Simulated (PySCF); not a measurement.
Atom-mapped SMILES (the numbers label the heavy atoms): `[CH3:1][Al-:2]([CH3:3])([CH3:4])[CH3:5]`. Each H is labelled by its parent atom.

Geometry: PBE0-D3(BJ)/def2-SVP; GIAO shifts from PySCF 2.14, gas phase, non-relativistic, averaged over equivalent atoms.

At KT2/pcSseg-1 (152 basis functions, 17 s wall time on 1 thread of an x86-64 server CPU, shared host):
```
                  atoms  δ (ppm)
            C1/C3/C4/C5    -10.2
                    Al2     80.2
H(C1)/H(C3)/H(C4)/H(C5)    -1.42
```

Referencing at the same level of theory: 13C (σ = 183.22 ppm) and 1H (σ = 31.18 ppm) vs TMS; AlH4- for 27Al (σ = 497.73 ppm).

Question: Estimate the result of repeating the calculation with LC-wPBE/pcSseg-1.

Answer: 
| atoms | δ at LC-wPBE/pcSseg-1 | change |
| --- | --- | --- |
| C1/C3/C4/C5 | -8.5 | +1.7 |
| Al2 | 68.0 | -12.2 |
| H(C1)/H(C3)/H(C4)/H(C5) | -1.42 | +0.00 |

Scale: 13C (188.56 ppm), 1H (31.33 ppm) vs TMS; 27Al (489.55 ppm) vs AlH4- (reference shieldings calculated alike).

The largest change is at Al2 (aluminium bonded to 4 C). Cost: 152 basis functions, 40 s wall time on 1 thread of an Intel Xeon Platinum 8259CL, shared host.
